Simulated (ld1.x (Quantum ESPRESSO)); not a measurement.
# Transferability test, RRKJ potential for carbon

```
Element                 : carbon (C)
Generator               : ld1.x (Quantum ESPRESSO) 7.5
Type                    : norm-conserving RRKJ (Kleinman–Bylander form)
Functional              : LDA (PZ)
Relativity              : non-relativistic
Frozen core             : [He]
Valence charge          : 4
Reference configuration : 2s2 2p2
Partial waves           : 2p (bound): rc 2.70 bohr; 3d channel at 0.35 Ry: rc 2.90 bohr; 2s (bound): rc 0.85 bohr
Local potential         : the s channel
Core correction         : none
```

Energies are relative to the spin-unpolarised reference configuration 2s2 2p2; without spin polarisation the order of configurations can differ from experiment. Spin-polarised rows fill each open shell by Hund’s rule, majority spin first.

```
   valence configuration  charge  ΔE all-electron (eV)  error AE − PS (meV)
                 2s2 2p1      +1                10.992                 +125
                 2s2 2p0      +2                35.254                +1030
                 2s1 2p0      +3                83.203                +2041
               2s2 2p2.3    -0.3                -1.200                 +2.0
               2s2 2p1.5    +0.5                 4.030                  +19
                 2s0 2p4       0                16.487                  -71
2s2 2p2 (spin-polarised)       0                -1.129                  +27
2s2 2p1 (spin-polarised)      +1                10.595                 +123
```

(1) What are ΔE and the potential's error for 2s1 2p2?

Levels in the configuration 2s1 2p2:

```csv
level,all-electron (eV),pseudo (eV)
2s,-25.681,-25.929
2p,-17.194,-17.198
```

Answers

(1) ΔE = 19.469 eV all-electron; the error (AE − PS) is -112 meV.
